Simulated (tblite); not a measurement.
C₇H₁₁BO.
Structure used (GFN2-xTB), in Å, numbered top down from 1:
```xyz
20
C7H11BO angstrom
C      2.345   -2.450    0.184
C      1.786   -1.458   -0.184
C      1.094   -0.247   -0.568
B      1.788    1.126   -0.209
C      0.668    2.053    0.386
C     -0.659    1.342    0.082
C     -0.332   -0.162    0.028
O     -1.207   -0.907   -0.794
C     -2.467   -1.157   -0.234
H      2.836   -3.328    0.481
H      0.960   -0.281   -1.659
H      2.917    1.378   -0.349
H      0.814    2.098    1.471
H      0.656    3.090    0.047
H     -1.024    1.641   -0.903
H     -1.433    1.566    0.817
H     -0.333   -0.583    1.047
H     -2.377   -1.649    0.743
H     -3.053   -0.238   -0.113
H     -2.984   -1.822   -0.925
```

Calculated harmonic vibrations of the isolated species, GFN2-xTB (tblite), most abundant isotopes, no scaling. Errors from tens to a few hundred cm⁻¹ against measured bands are possible. Modes of hydrogen on boron can be 10 to 20 % off. One conformer, not necessarily the lowest.

Harmonic wavenumbers (cm⁻¹): 60.8, 79.0, 126.3, 139.1, 192.0, 208.1, 257.5, 356.7, 372.5, 457.6, 489.3, 498.8, 512.5, 622.2, 635.4, 662.5, 761.2, 828.5, 859.1, 899.7, 951.0, 996.6, 1022.6, 1050.6, 1080.7, 1091.6, 1107.9, 1111.5, 1131.7, 1138.3, 1180.0, 1190.2, 1221.9, 1256.7, 1290.0, 1296.9, 1332.1, 1408.4, 1446.6, 1473.2, 1491.7, 1494.6, 2287.9, 2687.7, 2832.8, 2881.2, 2894.2, 2918.8, 2932.0, 2977.8, 2987.8, 2994.8, 3021.0, 3397.0.

A = 1883, B = 1544, C = 913.6 MHz; mass 122.090 u (most abundant isotopes); point group C1, symmetry number 1.

Task: Zero-point energy?

Result: Half the sum of the wavenumbers: 35298 cm⁻¹ = 100.92 kcal/mol.

Task: What is S at 200 K and 1 bar for an ideal gas of classical rigid rotors and harmonic oscillators?

Result: Translation 38.36, rotation 27.99, vibration 17.78: S = 84.1 cal/(mol K).

Task: And Cp and H(200 K) − H(0)?

Result: Cp = 28.54 cal/(mol K), of which vibrations give 20.59 (their classical limit is 54 R = 107.3); H(200 K) − H(0) = 3.60 kcal/mol without the zero-point energy, 2.01 from vibrations.

Task: How do the functions run with temperature in this model?

Result: 
```json
{"T (K)": "100", "S (cal/(mol K))": "68.3", "Cp (cal/(mol K))": "18.3", "H − H(0) (kcal/mol)": "1.26", "G − H(0) (kcal/mol)": "-5.57", "ln q(vib)": "1.41"}
{"T (K)": "300", "S (cal/(mol K))": "97.8", "Cp (cal/(mol K))": "39.6", "H − H(0) (kcal/mol)": "7.00", "G − H(0) (kcal/mol)": "-22.33", "ln q(vib)": "6.44"}
{"T (K)": "500", "S (cal/(mol K))": "122.9", "Cp (cal/(mol K))": "59.4", "H − H(0) (kcal/mol)": "17.00", "G − H(0) (kcal/mol)": "-44.43", "ln q(vib)": "11.66"}
{"T (K)": "800", "S (cal/(mol K))": "155.3", "Cp (cal/(mol K))": "78.4", "H − H(0) (kcal/mol)": "37.94", "G − H(0) (kcal/mol)": "-86.32", "ln q(vib)": "19.36"}
{"T (K)": "1000", "S (cal/(mol K))": "173.8", "Cp (cal/(mol K))": "86.6", "H − H(0) (kcal/mol)": "54.49", "G − H(0) (kcal/mol)": "-119.26", "ln q(vib)": "24.19"}
```

q(vib) and H(0) count from the zero-point level.

Task: Blend soft modes into free rotors: weight 1/[1 + (100 cm⁻¹/ν̃)⁴] for the oscillator and the rest for a rotor with moment μB/(μ + B), μ = h/(8π²ν), B = 10⁻⁴⁴ kg m². What vibrational entropy results?

Result: 16.92 cal/(mol K) in place of 17.78, which changes −T·S at 200 K by +0.17 kcal/mol.

Hindered rotation and anharmonicity are outside this model. Other conformers, if any are populated, would add a mixing term that is left out. The structure is chiral; the term R ln 2 for an equal mix with its mirror image is left out.
